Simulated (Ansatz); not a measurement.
Isolated molecules relaxed with PBE0-D4/def2-TZVP in Ansatz; ΔE leaves out vibrations. CBS: MP2 limit from def2 TZ/QZ plus the TZ coupled-cluster correction, frozen cores. This one scheme is used for every species. Functionals use def2-TZVPP. HSE06 is defined as in plane-wave codes. For Mg outer-core shells are correlated without core-valence functions, which leaves a few kJ/mol of doubt a bond. One conformer a species, not always the lowest.

Consider the ligand exchange at a Mg–C bond: `[CH3][Mg][F]` + `CNC` → `C[N](C)[Mg][F]` + CH₄.

| level | ΔE (kJ/mol) | difference from CCSD(T)/CBS |
| --- | --- | --- |
| r2SCAN-D4 | -58.0 | -1.2 |
| CAM-B3LYP-D4 | -55.7 | 1.1 |
| ωB97M-V | -51.6 | 5.2 |
| B2PLYP | -57.0 | -0.2 |
| PBE | -49.0 | 7.8 |
| BLYP | -52.8 | 4.0 |
| r2SCAN | -57.3 | -0.5 |
| r2SCAN0 | -55.3 | 1.5 |
| HSE06 | -49.3 | 7.5 |
| CAM-B3LYP | -53.5 | 3.3 |
| LC-ωPBE | -52.9 | 3.9 |
| CCSD/def2-SVP | -73.9 | -17.1 |
| MP2/def2-TZVPP | -62.4 | -5.6 |
| HF/def2-QZVPP | -55.2 | 1.6 |
| SCS-MP2/def2-QZVPP | -62.1 | -5.3 |
| CCSD/CBS(def2) | -56.0 | 0.8 |
| CCSD(T)/CBS | -56.8 | 0 |

Largest T1 diagnostic among the species: 0.011.

In def2-TZVPP, CCSD(T) changes the Hartree–Fock value by −3.6 kJ/mol (the triples alone add −0.7 kJ/mol) and MP2 by −8.3 kJ/mol. At CCSD(T), def2-SVP lies −18.4 kJ/mol from the extrapolated value and def2-TZVPP −1.0 kJ/mol.
